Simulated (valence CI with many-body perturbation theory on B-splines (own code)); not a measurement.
# E1 line list for W61+

Computed by valence CI with perturbative core correlation (CI+MBPT): three valence electrons over a frozen Dirac-Fock core [Ne], a basis of 11 s, 11 p, 9 d, 7 f, 5 g, 2 h, 1 i functions for each j, with the one-electron correlation potential Σ1, the two-electron term Σ2, the three-electron term Σ3, Breit, model QED; selected CI, second order for the rest (own B-spline code, finite nucleus).

The last digits are not significant, and no measured levels were compared; by estimate large intervals hold to a few tenths of a per cent, small ones and those within an open d or f shell to about a per cent.

Lines 51 to 100 of 252 in falling wavelength, among levels below 11775 × 10³ cm⁻¹, chosen from the strongest by gf and those to the six lowest levels. Wavelengths and rates use the calculated energies. Electric multipoles are in the length gauge, E1 and E2 with the static RPA response of the core. Weak lines are less certain than strong ones. Lines between different terms over intervals too small for the method are left out, as are lines whose strength nearly cancels. The highest levels of a list are the least certain.

Levels are named by their leading jj configuration (3d3/2^4 stands for four electrons in 3d with j = 3/2), which in mixed levels can hold well under half, so a name can repeat and another be missing. Letters in brackets count levels of one name in rising energy.

| λ vac (Å) | Upper | Lower | A (s⁻¹) | log gf | Branch % |
| --- | --- | --- | --- | --- | --- |
| 43.61 | (3s 3d3/2 3d5/2) J=5/2 [b] | (3s 3p3/2 3d3/2) J=5/2 [b] | 6.06e+10 | -0.98 | 1.9 |
| 43.56 | (3s 3d3/2 3d5/2) J=7/2 [b] | (3s 3p3/2 3d3/2) J=5/2 [b] | 2.04e+11 | -0.33 | 9.9 |
| 42.83 | (3p1/2 3p3/2 3d5/2) J=3/2 [a] | (3p1/2 3p3/2^2) J=3/2 | 1.11e+11 | -0.91 | 6.9 |
| 42.60 | (3s 3p1/2 3d5/2) J=3/2 | (3s 3p1/2 3p3/2) J=1/2 | 1.94e+11 | -0.68 | 29.6 |
| 42.33 | (3s 3p1/2 3d5/2) J=5/2 [a] | (3s 3p1/2 3p3/2) J=5/2 | 8.78e+09 | -1.85 | 3.1 |
| 42.20 | (3s 3d3/2 3d5/2) J=1/2 | (3s 3p3/2 3d3/2) J=1/2 [b] | 2.22e+11 | -0.93 | 6.1 |
| 41.85 | (3s 3p1/2 3d5/2) J=5/2 [b] | (3s 3p1/2 3p3/2) J=3/2 [b] | 1.55e+11 | -0.61 | 60.8 |
| 41.80 | (3p1/2^2 3d5/2) J=5/2 | (3s 3p1/2 3d3/2) J=3/2 [a] | 4.37e+10 | -1.16 | 13.5 |
| 41.70 | (3s 3d3/2 3d5/2) J=5/2 [b] | (3s 3p3/2 3d3/2) J=3/2 [b] | 1.46e+11 | -0.64 | 4.6 |
| 41.51 | (3p1/2 3p3/2 3d5/2) J=5/2 [a] | (3p1/2 3p3/2^2) J=5/2 | 1.20e+11 | -0.73 | 7.6 |
| 41.17 | (3s 3p1/2 3d5/2) J=3/2 | (3s 3p1/2 3p3/2) J=3/2 [b] | 6.33e+10 | -1.19 | 9.7 |
| 41.12 | (3s 3p3/2 3d5/2) J=5/2 [a] | (3s 3p3/2^2) J=5/2 | 2.13e+11 | -0.49 | 27.6 |
| 41.12 | (3s 3p3/2 3d5/2) J=1/2 | (3s 3p3/2^2) J=1/2 | 3.63e+11 | -0.74 | 49.0 |
| 41.10 | (3p1/2 3p3/2 3d5/2) J=1/2 | (3p1/2 3p3/2^2) J=1/2 | 3.02e+11 | -0.82 | 25.4 |
| 41.01 | (3s 3d3/2 3d5/2) J=3/2 [b] | (3s 3p3/2 3d3/2) J=3/2 [b] | 1.48e+11 | -0.83 | 4.9 |
| 40.81 | (3s 3d3/2 3d5/2) J=7/2 [a] | (3s 3p3/2 3d3/2) J=5/2 [a] | 2.40e+11 | -0.32 | 9.2 |
| 40.62 | (3p1/2 3p3/2 3d5/2) J=3/2 [b] | (3p1/2 3p3/2^2) J=1/2 | 1.86e+11 | -0.73 | 9.7 |
| 40.38 | (3s 3p3/2 3d5/2) J=5/2 [b] | (3s 3p3/2^2) J=3/2 | 4.46e+11 | -0.18 | 15.4 |
| 40.38 | (3s 3p1/2 3d5/2) J=7/2 | (3s 3p1/2 3p3/2) J=5/2 | 1.88e+11 | -0.43 | 89.1 |
| 40.37 | (3s^2 3d5/2) J=5/2 | (3s^2 3p3/2) J=3/2 | 2.85e+11 | -0.38 | 100.0 |
| 40.24 | (3p1/2 3p3/2 3d5/2) J=5/2 [b] | (3p1/2 3p3/2^2) J=3/2 | 4.62e+11 | -0.17 | 23.9 |
| 40.00 | (3p1/2^2 3d5/2) J=5/2 | (3p1/2^2 3p3/2) J=3/2 | 1.24e+11 | -0.75 | 38.5 |
| 39.96 | (3s 3p3/2 3d5/2) J=7/2 [a] | (3s 3p3/2^2) J=5/2 | 2.99e+11 | -0.24 | 56.4 |
| 39.95 | (3s 3d3/2 3d5/2) J=5/2 [a] | (3s 3p3/2 3d3/2) J=3/2 [a] | 2.43e+11 | -0.46 | 10.8 |
| 39.90 | (3p1/2 3p3/2 3d5/2) J=7/2 [b] | (3p1/2 3p3/2^2) J=5/2 | 3.48e+11 | -0.18 | 31.4 |
| 39.86 | (3s 3p1/2 3d5/2) J=5/2 [a] | (3s 3p1/2 3p3/2) J=3/2 [a] | 2.66e+11 | -0.42 | 95.3 |
| 39.75 | (3s 3p3/2 3d5/2) J=5/2 [b] | (3p1/2^2 3d3/2) J=3/2 | 7.00e+10 | -1.00 | 2.4 |
| 39.70 | (3s 3p3/2 3d5/2) J=3/2 [b] | (3s 3p3/2^2) J=1/2 | 2.49e+11 | -0.63 | 8.6 |
| 39.61 | (3p1/2 3p3/2 3d5/2) J=5/2 [b] | (3p1/2 3p3/2^2) J=5/2 | 4.91e+10 | -1.16 | 2.5 |
| 39.54 | (3s 3p3/2 3d5/2) J=3/2 [a] | (3s 3p3/2^2) J=5/2 | 7.14e+10 | -1.17 | 8.6 |
| 39.42 | (3s 3d3/2 3d5/2) J=3/2 [a] | (3s 3p3/2 3d3/2) J=1/2 [a] | 2.31e+11 | -0.67 | 10.7 |
| 39.20 | (3s 3d3/2 3d5/2) J=3/2 [a] | (3s 3p3/2 3d3/2) J=3/2 [a] | 7.33e+10 | -1.17 | 3.4 |
| 39.07 | (3s 3p1/2 3d5/2) J=5/2 [b] | (3s 3p1/2 3p3/2) J=5/2 | 7.05e+10 | -1.01 | 27.8 |
| 39.06 | (3s 3d3/2 3d5/2) J=9/2 | (3s 3p3/2 3d3/2) J=7/2 | 3.34e+11 | -0.12 | 13.5 |
| 38.48 | (3s 3p1/2 3d5/2) J=3/2 | (3s 3p1/2 3p3/2) J=5/2 | 1.98e+10 | -1.75 | 3.0 |
| 38.09 | (3s 3d3/2 3d5/2) J=7/2 [b] | (3s 3p3/2 3d3/2) J=7/2 | 6.38e+10 | -0.95 | 3.1 |
| 37.80 | (3s 3d3/2 3d5/2) J=5/2 [b] | (3s 3p3/2 3d3/2) J=5/2 [a] | 8.24e+10 | -0.98 | 2.6 |
| 37.62 | (3s 3p3/2 3d5/2) J=7/2 [b] | (3s 3p3/2^2) J=5/2 | 2.41e+11 | -0.39 | 10.1 |
| 36.95 | (3s 3p1/2 3d5/2) J=5/2 [b] | (3s 3p1/2 3p3/2) J=3/2 [a] | 5.93e+09 | -2.14 | 2.3 |
| 36.42 | (3s 3p1/2 3d5/2) J=3/2 | (3s 3p1/2 3p3/2) J=3/2 [a] | 4.94e+10 | -1.41 | 7.5 |
| 24.76 | (3s 3p1/2 3p3/2) J=3/2 [a] | (3s^2 3p1/2) J=1/2 | 1.17e+10 | -2.37 | 83.7 |
| 24.45 | (3s 3p3/2 3d5/2) J=5/2 [a] | (3s^2 3d5/2) J=5/2 | 3.96e+11 | -0.67 | 51.3 |
| 24.44 | (3p1/2 3p3/2 3d5/2) J=7/2 [a] | (3s 3p1/2 3d5/2) J=5/2 [b] | 1.14e+11 | -1.09 | 7.1 |
| 24.18 | (3s 3p3/2^2) J=5/2 | (3s^2 3p3/2) J=3/2 | 6.97e+11 | -0.44 | 99.9 |
| 24.12 | (3p1/2 3p3/2 3d5/2) J=3/2 [a] | (3s 3p1/2 3d5/2) J=3/2 | 8.08e+11 | -0.55 | 50.4 |
| 24.04 | (3p1/2 3p3/2^2) J=3/2 | (3s 3p1/2 3p3/2) J=1/2 | 1.19e+12 | -0.38 | 37.4 |
| 24.03 | (3s 3p3/2 3d5/2) J=7/2 [a] | (3s^2 3d5/2) J=5/2 | 1.30e+11 | -1.04 | 24.6 |
| 23.95 | (3p1/2 3p3/2 3d5/2) J=7/2 [a] | (3s 3p1/2 3d5/2) J=7/2 | 1.14e+11 | -1.10 | 7.2 |
| 23.88 | (3s 3p3/2 3d5/2) J=3/2 [a] | (3s^2 3d5/2) J=5/2 | 2.46e+11 | -1.08 | 29.7 |
| 23.80 | (3p1/2 3p3/2^2) J=5/2 | (3s 3p1/2 3p3/2) J=3/2 [b] | 7.94e+11 | -0.39 | 59.5 |

Task: How does gf follow from A for the line at 41.01 Å?

Result: gf = 1.4992 × (2J+1)_upper × A / σ², with σ = 2438279 cm⁻¹ and 2J+1 = 4: gf = 0.150.
